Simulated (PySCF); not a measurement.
Input of a response calculation (the driver script's job line, then coordinates in Å):

```
{"job": {"kind": "uv", "xc": "CAM-B3LYP", "basis": "def2-SVPD", "ip": true, "nstates": 10}, "charge": 0, "multiplicity": 1}
Ag    -0.001507     0.008737    -1.523957
P     -0.002930     0.004743     0.771269
F      0.129016     1.377021     1.530217
F      1.128429    -0.808002     1.503814
F     -1.261081    -0.575699     1.517071
Cl     0.008073    -0.006810    -3.798413
```

Output:

```
coarse grid: 36840 points
cycle   1  E = -1246.7301472192  dE = -1.106e+01  |g| = 1.854e+00  |ddm| = 6.926e+00
cycle   2  E = -1223.7824975538  dE =  2.295e+01  |g| = 7.359e+00  |ddm| = 5.786e+01
cycle   3  E = -1247.5261006789  dE = -2.374e+01  |g| = 7.672e-01  |ddm| = 5.804e+01
cycle   4  E = -1247.6168507930  dE = -9.075e-02  |g| = 5.329e-01  |ddm| = 1.253e+00
cycle   5  E = -1247.6618413667  dE = -4.499e-02  |g| = 3.991e-02  |ddm| = 5.128e-01
cycle   6  E = -1247.6622137124  dE = -3.723e-04  |g| = 1.595e-02  |ddm| = 1.121e-01
cycle   7  E = -1247.6622765443  dE = -6.283e-05  |g| = 2.796e-03  |ddm| = 2.467e-02
cycle   8  E = -1247.6622805247  dE = -3.980e-06  |g| = 1.281e-03  |ddm| = 1.126e-02
final grid: 72928 points
cycle   9  E = -1247.6622862257  dE = -2.640e-07  |g| = 1.168e-03  |ddm| = 3.320e-03
cycle  10  E = -1247.6622862260  dE = -3.452e-10  |g| = 1.233e-03  |ddm| = 3.181e-03
cycle  11  E = -1247.6622865389  dE = -3.129e-07  |g| = 1.635e-04  |ddm| = 1.385e-03
cycle  12  E = -1247.6622865441  dE = -5.168e-09  |g| = 2.804e-05  |ddm| = 1.889e-04
cycle  13  E = -1247.6622865448  dE = -7.203e-10  |g| = 1.229e-05  |ddm| = 1.626e-04
converged SCF energy = -1247.6622865448

Static polarisability (au): isotropic 67.122, principal 54.462 54.485 92.420

Singlet excitations
state   eV       nm        f      main configurations
  1   5.1637    240.1   0.00000   H->L 0.61, H-1->L+1 0.31
  2   5.2018    238.3   0.00005   H-1->L 0.49, H->L+1 0.47
  3   5.2028    238.3   0.00001   H-1->L+1 0.63, H->L 0.33
  4   5.5445    223.6   0.03310   H-2->L 0.85
  5   5.5567    223.1   0.03399   H-2->L+1 0.82
  6   5.5801    222.2   0.11587   H->L+1 0.41, H-1->L 0.39, H-2->L+2 0.10
  7   5.7887    214.2   0.05272   H-1->L+2 0.83
  8   5.7895    214.2   0.05405   H->L+2 0.82
  9   6.7765    183.0   0.19471   H-2->L+2 0.80
 10   7.1610    173.1   0.00005   H-4->L 0.47, H-5->L+1 0.36, H-5->L 0.08

Triplet excitations (Tamm-Dancoff, eV): 5.0030 5.0795 5.0801 5.1517
Vertical ionisation energy (delta-SCF) = 10.1641 eV
Vertical electron affinity (delta-SCF) = 0.4377 eV
```

Method: PySCF, TDDFT CAM-B3LYP/def2-SVPD, vertical, gas phase, core orbitals frozen in the response, def2 core potentials past Kr. Isolated species at its PBE0-D3(BJ)/def2-SVP geometry, gas phase. Atoms past krypton carry effective core potentials; spin–orbit coupling is left out.

(1) What is the polarisability anisotropy, √(½[(α1 − α2)² + (α2 − α3)² + (α3 − α1)²])?

(2) What is the gap between the lowest singlet and the lowest triplet?

(3) Give the energy of state 10 in hartree, cm⁻¹ and kJ/mol.

(4) Give the mean polarisability in Å³.

(5) What is the total energy of state 10 at this geometry?

(6) Write the structure that the coordinates describe.

## Answers

(1) 37.95 au.

(2) 5.1637 − 5.0030 = 0.1607 eV (full response against Tamm–Dancoff).

(3) 0.26316 hartree, 57757 cm⁻¹, 690.9 kJ/mol.

(4) 67.12 au × 0.148185 = 9.95 Å³.

(5) -1247.66229 + 0.26316 = -1247.39913 hartree.

(6) Ag(PF3)Cl (`F[P](F)(F)->[Ag][Cl]`) (AgClF3P).

The SCF starts on a coarse grid; the energy jumps when the final grid takes over, and dE counts afresh there. H and L stand for HOMO and LUMO.
